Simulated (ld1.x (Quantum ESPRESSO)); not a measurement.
Logarithmic derivatives: Br, RRKJ

```
Element                 : Br
Generator               : ld1.x (Quantum ESPRESSO) 7.5
Type                    : norm-conserving RRKJ (Kleinman–Bylander form)
Functional              : PBEsol
Relativity              : scalar-relativistic
Frozen core             : [Ar]
Valence charge          : 17
Reference configuration : 3d10 4s1.75 4p5.25
Partial waves           : 4p (bound): rc 1.50 bohr; 3d (bound): rc 0.75 bohr; 4f channel at 0.05 Ry: rc 1.25 bohr; 4s (bound): rc 1.25 bohr
Local potential         : the s channel
Core correction         : none
```

The phase is arctan(r·u′/u) with u = r·R(r), unwrapped; energies in Ry, scanned from -7 to 5 Ry. A pole is an energy at which the radial function vanishes at the test radius. The pseudo phase is shifted by a multiple of π to meet the all-electron one at the reference energy, and phase errors are pseudo minus all-electron; the curves can meet again beyond the range given. Levels narrower than the energy grid can be missing from the lists of poles.

```
channel  radius (bohr)  reference energy (Ry)  poles, all-electron  poles, pseudo  unbroken range about the reference energy with phases within 0.05 rad  phase error 1 Ry above the reference energy (rad)
      s           1.65                  -1.49                 2.95           2.65                                                        the whole range                                             -0.003
      p           1.65                  -0.59                 4.98           none                                                        the whole range                                             +0.009
      d           1.65                  -4.93                -4.82          -4.82                                                             below -0.8                                             +0.008
      f           1.65                   0.05                 none           none                                                        the whole range                                             +0.000
```

Note: ghost state, extra bound levels that the all-electron valence spectrum of the same l lacks: p at -10030.9 eV. A true bound ghost makes a file unfit for plane-wave use.

Phases in the f channel:

```
E (Ry)  all-electron  pseudo
 -7.00         1.374   1.374
 -6.48         1.368   1.368
 -5.96         1.362   1.362
 -5.44         1.356   1.356
 -4.92         1.348   1.349
 -4.40         1.341   1.341
 -3.88         1.332   1.332
 -3.36         1.322   1.322
 -2.84         1.311   1.311
 -2.32         1.299   1.299
 -1.80         1.284   1.284
 -1.28         1.268   1.268
 -0.76         1.249   1.249
 -0.24         1.225   1.225
  0.28         1.197   1.197
  0.80         1.162   1.162
  1.32         1.117   1.117
  1.84         1.057   1.057
  2.36         0.974   0.975
  2.88         0.852   0.854
  3.40         0.663   0.668
  3.92         0.361   0.373
  4.44        -0.079  -0.058
  4.96        -0.545  -0.519
```
